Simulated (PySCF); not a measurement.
Ionisation energy of Nb²⁺ by level of theory

Nb²⁺ [Kr] 4d3 (4F) → Nb³⁺ [Kr] 4d2 (3F), as a difference of total energies. All numbers are calculated (PySCF 2.14, a scalar-relativistic core potential, in aug-cc-pVTZ-PP with one added diffuse shell each of s, p, d, f, g type with ECP28MDF (7s7p6d4f3g, 113 functions)). Correlated levels: valence: 4s2 4p6 frozen. The calculations carry no spin-orbit coupling.

| method | ionisation energy (eV) |
| --- | --- |
| UHF | 24.231 |
| LDA | 25.496 |
| PBE | 25.405 |
| PBE0 | 25.331 |
| r2SCAN | 25.365 |
| wB97X-V | 24.988 |
| MP2 (valence) | 24.542 |
| SCS-MP2 (valence) | 24.334 |

Question: Estimate what r2SCANh gives.

Answer: 25.352 eV, closest to r2SCAN among the rows shown.

Question: Estimate what MN15 gives.

Answer: 25.246 eV, closest to PBE0 among the rows shown.

The reference lies between the lowest fine-structure levels, while these numbers refer to the centres of the terms.

Errors of the correlated levels include the incompleteness of this basis and the frozen core.

For comparison: 25.04 eV (semi-empirical (NIST evaluation); NIST Atomic Spectra Database, ionization energies).
